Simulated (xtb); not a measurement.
Here is a job for xtb.
```
$ xtb mol.xyz --gfn 2 --uhf 1 --opt vtight --json

# file mol.xyz
2

C      0.03065345     0.00554794     0.58847366
H     -0.02011248    -0.02711985    -0.54893688
```

What does this run give for the dipole moment, total energy at the end of the optimisation?


```
Property                                          Value
-------------------------------------------  ----------
dipole moment                                    1.65 D
total energy at the end of the optimisation  -2.3809 Eh
```
